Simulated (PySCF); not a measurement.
**Cu(2+) (copper, charge +2) across methods**

[Ar] 3d8 4s1, high-spin 4F determinant (an excited configuration). All numbers are calculated (PySCF 2.14, the non-relativistic Hamiltonian (point nucleus), in def2-QZVPPD (11s6p5d4f2g, 100 functions)).

| method | E (hartree) | mean ε 3d α (eV) | mean ε 3d β (eV) | mean ε 4s α (eV) | Σ⟨r²⟩ (bohr²) | ⟨S²⟩ |
| --- | --- | --- | --- | --- | --- | --- |
| LDA | -1636.358 | -38.426 | -36.138 | -25.347 | 18.77 | 3.750 |
| PW91 | -1639.312 | -38.203 | -36.138 | -25.131 | 18.79 | 3.750 |
| PBE | -1638.917 | -38.094 | -35.991 | -25.019 | 18.81 | 3.750 |
| BHandHLYP | -1639.195 | -44.446 | -42.098 | -26.742 | 18.72 | 3.751 |
| revPBE | -1639.075 | -38.017 | -35.925 | -24.906 | 18.81 | 3.750 |
| CAM-B3LYP | -1639.292 | -42.718 | -40.590 | -27.396 | 18.77 | 3.750 |
| UHF | -1637.85284 | -50.068 | -47.126 | -27.955 | 18.77 | 3.752 |
| r2SCAN | -1639.187 | -38.652 | -36.594 | -25.338 | 18.71 | 3.751 |

Problem. Estimate the same row for PBE0.

Solution. E (hartree) = -1638.961; mean ε 3d α (eV) = -41.315; mean ε 3d β (eV) = -39.031; mean ε 4s α (eV) = -25.881; Σ⟨r²⟩ (bohr²) = 18.74; ⟨S²⟩ = 3.750.
